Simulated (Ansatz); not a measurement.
CH2F4Si, SMILES FC(F)(F)[SiH2]F.

Geometry optimised at PBE0-D3(BJ)/def2-SVP.

Two levels are set side by side: PBE/def2-SVPD (Ansatz, a first-principles code) and PBE0/def2-SVPD (Ansatz). Energy differences of separate SCF runs at the same geometry; the states with an electron removed or added have multiplicity 2 and 2. Differences are taken from unrounded values.

```tsv
quantity	PBE0	PBE	PBE minus PBE0
vertical ionisation energy (eV)	12.22	11.63	-0.59
vertical singlet–triplet gap (eV)	7.31	6.69	-0.63
```
